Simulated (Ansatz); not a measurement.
C₂H₅BN (`B[N]C=C`) radical, relaxed with UKS PBE-D4/def2-SVP in Ansatz from a rough embedded geometry. The force threshold is 0.03 eV/Å; the program also tests the step.

Charge 0, multiplicity 2.

Start:

```xyz
9

B     0.109   -0.928    1.662
N    -0.473   -0.056    0.655
C     0.217    0.198   -0.567
C    -0.442    0.996   -1.515
H    -0.440   -1.171    2.710
H     1.178   -1.482    1.545
H     1.128   -0.232   -0.801
H     0.089    1.193   -2.429
H    -1.366    1.484   -1.261
```

Question: How much energy does the relaxation release, and in how many steps? (Best estimate.)

Answer: The calculation gave: 137.60 kJ/mol, in 12 steps, 1 of them rejected.

Question: Which bonds change most? (Best estimate.)

Answer: The calculation gave: N2–C3 from 1.426 to 1.300 Å; B1–N2 from 1.454 to 1.348 Å; C3–H7 from 1.034 to 1.112 Å; C4–H9 from 1.076 to 1.100 Å.

Question: Give the relaxed structure. (Best estimate.)

Answer: Computed: 
```xyz
9

B     0.016   -1.058    1.596
N     0.270   -0.309    0.504
C     0.518    0.410   -0.550
C    -0.466    0.905   -1.421
H    -0.166   -0.518    2.681
H    -0.038   -2.278    1.504
H     1.580    0.649   -0.781
H    -0.183    1.505   -2.298
H    -1.530    0.695   -1.234
```
